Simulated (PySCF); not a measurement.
PySCF 2.14 output of an unrestricted MN15 calculation on a single atom or ion in x2c-TZVPall, with the spin-free X2C one-electron Hamiltonian (Gaussian nucleus):

```
SCF conv_tol = 1e-09
number electrons alpha = 14  beta = 10
    H. S. Yu, X. He, S. L. Li, and D. G. Truhlar.,  Chem. Sci. 7, 5032-5051 (2016)
    H. S. Yu, X. He, S. L. Li, and D. G. Truhlar.,  Chem. Sci. 7, 5032-5051 (2016)
cycle= 1 E= -1272.38808219412  delta_E= -0.0224  |g|= 0.0327  |ddm|= 0.202
cycle= 2 E= -1272.38812031501  delta_E= -3.81e-05  |g|= 0.0316  |ddm|= 0.0218
cycle= 3 E= -1272.38828360057  delta_E= -0.000163  |g|= 0.00362  |ddm|= 0.0112
cycle= 4 E= -1272.38828641168  delta_E= -2.81e-06  |g|= 0.000222  |ddm|= 0.00149
cycle= 5 E= -1272.38828644844  delta_E= -3.68e-08  |g|= 2.47e-05  |ddm|= 0.000192
cycle= 6 E= -1272.38828644913  delta_E= -6.97e-10  |g|= 1.97e-06  |ddm|= 3.08e-05
converged SCF energy = -1272.38828644913  <S^2> = 6.0020713  2S+1 = 5.0008284
```

The run itself started from symmetry-adapted Hartree-Fock orbitals and held the occupation by maximum overlap, on a logarithmic radial grid, so the iterations belong to that start.

Q: Which element, charge and spin multiplicity is this?

A: Fe²⁺ (iron, charge +2), multiplicity 5; the state was [Ar] 3d6, high-spin 5D determinant.
